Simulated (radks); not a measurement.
Spherical quantum dot in the effective-mass picture: electrons in a hard-walled sphere of radius 2.58, with a point charge +2 (a donor) at the centre, all in effective atomic units (hartree* = m*/eps^2 hartree, bohr* = eps/m* bohr), one dielectric constant everywhere. Method: non-relativistic Kohn-Sham, r2SCAN, spin-polarised, spherical densities, generalised Kohn-Sham scheme; computed with a radial shooting solver with Libxc functionals. Levels are named by radial order and angular momentum (1s, 1p, 1d, 2s, ...), and open shells are averaged over m. Results are scaled to m* = 0.052 and eps = 13.5, for which hartree* = 7.764 meV and bohr* = 13.74 nm.

N = 19, configuration 1s2 1p6 1d10 2s(up 1, down 0). This is the lowest configuration that the search found. Occupied and some empty levels:

level    occupation  eigenvalue (meV)  <r> (nm)
1s up             1            69.531     17.01
1s down           1            70.238     18.53
1p up             3            75.617     23.15
1p down           3            75.674     23.15
2s up             1            80.301     16.23
1d up             5            82.002     24.57
1d down           5            82.087     24.54
2s down           0            82.263     15.32
1f up             0            90.185     25.51
1f down           0            90.316     25.50
2p up             0            99.332     17.73
2p down           0            99.973     18.10
1g up             0            100.11     26.24
1g down           0            100.28     26.24

Energy (meV): total 773.197, kinetic 321.04, external -210.37, Hartree 753.47, exchange-correlation -90.940.
